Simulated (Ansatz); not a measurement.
BGeH$_{5}$Cl, doublet: at a first-order saddle point.

Input (in.yaml):

```yaml
crystal:
  periodic: [false, false, false]
  atoms:
    - {symbol: Cl, position_ang: [-1.085874, -1.290022, 1.305854]}
    - {symbol: B, position_ang: [-0.861573, 0.046513, -0.704920]}
    - {symbol: Ge, position_ang: [0.775055, 0.030343, 0.516612]}
    - {symbol: H, position_ang: [-0.836595, -0.740054, -1.592929]}
    - {symbol: H, position_ang: [-1.602250, 0.959832, -0.546770]}
    - {symbol: H, position_ang: [1.900635, -0.982423, 0.343908]}
    - {symbol: H, position_ang: [0.731849, 0.902379, -0.930386]}
    - {symbol: H, position_ang: [0.978553, 1.073534, 1.608732]}
basis:
  gaussian: {orbitals: def2-TZVPP}
magnetization: {spin_polarized: true, initial_magnetization: 1}
hamiltonian: {xc: {name: BLYP}, dispersion: d4}
```

Command:

```bash
ansatz run in.yaml --threads 8 --pin off --events-out ev --progress --plain --max-ram 19148MiB
```

What Ansatz 0.2.0 printed:

```
Functional definition: BLYP
  name "BLYP"
  cite "Becke, Phys. Rev. A 38, 3098 (1988) doi:10.1103/PhysRevA.38.3098"
  cite "Lee, Yang & Parr, Phys. Rev. B 37, 785 (1988) doi:10.1103/PhysRevB.37.785"
  parameter beta = 0.0042
  parameter a = 0.04918
  parameter b = 0.132
  parameter c = 0.2533
  parameter d = 0.349
  exchange = b88_x(beta = beta)
  correlation = lyp_c(a = a, b = b, c = c, d = d)
1116 factors; their error is unknown
mean field evaluation 1: about -69793.6066 eV, gradient 3.1e1 eV
mean field evaluation 2: about -69788.1716 eV, gradient 4.3e1 eV
mean field evaluation 4: about -69797.9736 eV, gradient 4.6e0 eV
mean field evaluation 8: about -69798.0803 eV, gradient 2.5e-1 eV
mean field evaluation 16: about -69798.0560 eV, gradient 4.2e-4 eV
mean field -69798.05604145 eV, -2565.0312487016 hartree, gradient 5.0e-6 eV, S^2 0.753504; 0 other end points of the search recorded, 0 dependent functions left out
reference -69798.05640233 eV, -2565.0312619637 hartree; 30, 29 occupied and 161, 162 virtual orbitals, 1116 factors
Total energy: -69798.40841367 eV, -2565.0441981418 hartree
```

Hardware: 8 CPU threads of an AMD EPYC 9R45, shared host. Wall time about 0.7 s.
